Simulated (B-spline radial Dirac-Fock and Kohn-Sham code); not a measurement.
ΔSCF core binding energies without Breit or QED terms, calculated with a B-spline atomic structure program.

A sound run for Tc⁶⁺, configuration [Kr] 4d1: The ground state converged in 9 iterations, with total energy -4276.25356 Ha, virial ratio 1.96240 and highest orbital energy -87.98 eV. ΔSCF binding energies: K (1s) 21206.7 eV, L3 (2p3/2) 2787.1 eV, M5 (3d5/2) 355.8 eV.

A second run, with one unsound setting: The ground state converged in 8 iterations, with total energy -3855.75833 Ha, virial ratio 1.67762 and highest orbital energy -105.01 eV. ΔSCF binding energies: K (1s) 19746.4 eV, L3 (2p3/2) 3108.8 eV, M5 (3d5/2) 528.2 eV.

```
iter   energy (Ha)        error
   1    -3841.39088386  4.72e+00
   2    -3855.69897867  5.30e-01
   3    -3855.74447492  2.51e-01
   4    -3855.75508450  1.19e-01
   5    -3855.75831913  6.37e-03
   6    -3855.75833022  1.15e-04
   7    -3855.75833030  7.43e-06
   8    -3855.75833030  2.99e-07
```

Question: Which fault fits the second run best?
A. damping too heavy
B. too few iterations
C. mesh too coarse
D. functional not served

Answer: C. The input had h = 2.0: h is too large to resolve the orbitals.
